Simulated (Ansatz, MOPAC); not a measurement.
System: GeCl2, charge 0, multiplicity 1. SMILES: [Cl][Ge][Cl]
Geometry: optimised at B3LYP-D3(BJ)/def2-TZVP (Ansatz, an electronic-structure program).

Wanted: vertical electron affinity to the doublet, in eV. Terms: UHF or UKS for open shells; LANL2DZ with its own core potentials from Na on; non-relativistic; 6-31G* and kin with 6d, 5d where marked; spin-orbit terms left out; each state is the SCF solution reached for its charge and spin; no dispersion term unless named. First-principles rows: single points at B3LYP-D3(BJ) geometries (Ansatz). Semi-empirical rows: differences of heats of formation at the shared geometry for vertical values. Sets without +, aug- or the D of def2-TZVPD hold no diffuse functions, which anions need.

```json
[
 {"species": "charge -1, doublet", "coefficient": "-1", "E at B3LYP/6-31G* with LANL2DZ past Ar (Ansatz), Eh": "-924.27476", "E at B3LYP/def2-TZVPD (Ansatz), Eh": "-2997.64594", "heat of formation at PM6 (MOPAC), kcal/mol": "-90.86"},
 {"species": "charge 0, singlet", "coefficient": "+1", "E at B3LYP/6-31G* with LANL2DZ past Ar (Ansatz), Eh": "-924.22880", "E at B3LYP/def2-TZVPD (Ansatz), Eh": "-2997.59951", "heat of formation at PM6 (MOPAC), kcal/mol": "-46.99"}
]
```

 1 Eh = 27.2114 eV and 1 eV = 23.0605 kcal/mol.

Problem. Compute it at each level from the table.

Solution. 
- B3LYP/6-31G* with LANL2DZ past Ar: the sum of coefficient times E is 0.04596 Eh, or 1.251 eV. Result: 1.25 eV.
- B3LYP/def2-TZVPD: the sum of coefficient times E is 0.04643 Eh, or 1.263 eV. Result: 1.26 eV.
- PM6: the sum of coefficient times heat of formation is 43.87 kcal/mol, or 1.90 eV.
